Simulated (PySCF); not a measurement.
C4H5O3, doublet, at a GFN2-xTB geometry; M062X/3-21G run with PySCF.

PySCF was given this input:
```python
from pyscf import gto, scf, dft

mol = gto.Mole()
mol.atom = '''
    C    -2.343438    0.719451   -0.089278
    C    -1.016772    0.131084    0.168713
    C    -0.561702   -1.271335   -0.077613
    O     0.847396   -1.143369   -0.124755
    C     1.201217    0.150495    0.024826
    O     2.316758    0.557490    0.023362
    O     0.103199    0.919185    0.177826
    H    -2.388729    1.714259    0.346304
    H    -3.119451    0.093486    0.346234
    H    -2.548062    0.811784   -1.162745
    H    -0.831970   -1.970450    0.727661
    H    -0.926440   -1.693699   -1.028799
'''
mol.basis = '3-21g'
mol.charge = 0
mol.spin = 1
mol.verbose = 4
mol.build()

mf = dft.UKS(mol)
mf.xc = 'm062x'
mf.grids.radi_method = dft.radi.delley
mf.kernel()
```

Question: What does PySCF print? Leave out banner, timings and long lists.

Answer: 
```
PySCF version 2.14.0

[INPUT] verbose = 4
[INPUT] num. atoms = 12
[INPUT] num. electrons = 53
[INPUT] charge = 0
[INPUT] spin (= nelec alpha-beta = 2S) = 1
[INPUT] symmetry False subgroup None
[INPUT] Mole.unit = angstrom
[INPUT] Symbol           X                Y                Z      unit          X                Y                Z       unit  Magmom
[INPUT]  1 C     -2.343438000000   0.719451000000  -0.089278000000 AA   -4.428456009898   1.359565350044  -0.168710968949 Bohr   0.0
[INPUT]  2 C     -1.016772000000   0.131084000000   0.168713000000 AA   -1.921420611126   0.247712859312   0.318821363654 Bohr   0.0
[INPUT]  3 C     -0.561702000000  -1.271335000000  -0.077613000000 AA   -1.061462943620  -2.402474962574  -0.146667313706 Bohr   0.0
[INPUT]  4 O      0.847396000000  -1.143369000000  -0.124755000000 AA    1.601346359052  -2.160654269318  -0.235752782670 Bohr   0.0
[INPUT]  5 C      1.201217000000   0.150495000000   0.024826000000 AA    2.269971146172   0.284394333116   0.046914340768 Bohr   0.0
[INPUT]  6 O      2.316758000000   0.557490000000   0.023362000000 AA    4.378038116895   1.053503417184   0.044147781722 Bohr   0.0
[INPUT]  7 O      0.103199000000   0.919185000000   0.177826000000 AA    0.195017846329   1.737007907808   0.336042437827 Bohr   0.0
[INPUT]  8 H     -2.388729000000   1.714259000000   0.346304000000 AA   -4.514043595806   3.239480016571   0.654419715841 Bohr   0.0
[INPUT]  9 H     -3.119451000000   0.093486000000   0.346234000000 AA   -5.894908049001   0.176662936481   0.654287435013 Bohr   0.0
[INPUT] 10 H     -2.548062000000   0.811784000000  -1.162745000000 AA   -4.815139328412   1.534049432304  -2.197269602707 Bohr   0.0
[INPUT] 11 H     -0.831970000000  -1.970450000000   0.727661000000 AA   -1.572195443854  -3.723610842149   1.375080001527 Bohr   0.0
[INPUT] 12 H     -0.926440000000  -1.693699000000  -1.028799000000 AA   -1.750717870842  -3.200627247450  -1.944148347226 Bohr   0.0

nuclear repulsion = 308.105989671161
number of shells = 45
number of NR pGTOs = 120
number of NR cGTOs = 73
basis = 3-21g
ecp = {}

******** <class 'pyscf.dft.uks.UKS'> ********
method = UKS
initial guess = minao
damping factor = 0
level_shift factor = 0
DIIS = <class 'pyscf.scf.diis.CDIIS'>
diis_start_cycle = 1
diis_space = 8
diis_damp = 0
SCF conv_tol = 1e-09
SCF conv_tol_grad = None
SCF max_cycles = 50
direct_scf = True
direct_scf_tol = 1e-13
number electrons alpha = 27  beta = 26
XC library pyscf.dft.libxc version 7.1.2
    S. Lehtola, C. Steigemann, M. J. T. Oliveira, and M. A. L. Marques,  SoftwareX 7, 1–5 (2018)
XC functionals = m062x
    Y. Zhao and D. G. Truhlar,  Theor. Chem. Acc. 120, 215 (2008)
    Y. Zhao and D. G. Truhlar,  Theor. Chem. Acc. 120, 215 (2008)
radial grids: B. Delley radial grids. Ref. JCP 104, 9848 (1996); DOI:10.1063/1.471749. log2 algorithm
becke partition: Becke, JCP 88, 2547 (1988); DOI:10.1063/1.454033
pruning grids: <function nwchem_prune>
grids dens level: 3
symmetrized grids: False
atomic radii adjust function: <function treutler_atomic_radii_adjust>
small_rho_cutoff = 0
Set gradient conv threshold to 3.16228e-05
tot grids = 157192
init E= -380.286322751211

cycle= 1 E= -378.579741299791  delta_E= 1.71  |g|= 0.656  |ddm|= 2.61
cycle= 2 E= -378.417451048207  delta_E= 0.162  |g|= 0.989  |ddm|= 1.27
cycle= 3 E= -378.770011494297  delta_E= -0.353  |g|= 0.124  |ddm|= 0.767
cycle= 4 E= -378.775235796678  delta_E= -0.00522  |g|= 0.0462  |ddm|= 0.121
cycle= 5 E= -378.77606470792  delta_E= -0.000829  |g|= 0.00768  |ddm|= 0.0413
cycle= 6 E= -378.776111567189  delta_E= -4.69e-05  |g|= 0.00364  |ddm|= 0.0148
cycle= 7 E= -378.776122647103  delta_E= -1.11e-05  |g|= 0.000825  |ddm|= 0.00736
cycle= 8 E= -378.776123509839  delta_E= -8.63e-07  |g|= 0.000317  |ddm|= 0.00224
cycle= 9 E= -378.776123602025  delta_E= -9.22e-08  |g|= 8.92e-05  |ddm|= 0.000695
cycle= 10 E= -378.776123611365  delta_E= -9.34e-09  |g|= 6.71e-05  |ddm|= 0.000254
cycle= 11 E= -378.77612361403  delta_E= -2.67e-09  |g|= 2.58e-05  |ddm|= 7.68e-05
cycle= 12 E= -378.776123615158  delta_E= -1.13e-09  |g|= 9.97e-06  |ddm|= 7.5e-05
cycle= 13 E= -378.776123615367  delta_E= -2.09e-10  |g|= 6.23e-06  |ddm|= 2.68e-05
Extra cycle  E= -378.776123615409  delta_E= -4.16e-11  |g|= 5.9e-06  |ddm|= 1.21e-05
converged SCF energy = -378.776123615409  <S^2> = 0.75387286  2S+1 = 2.0038691
```
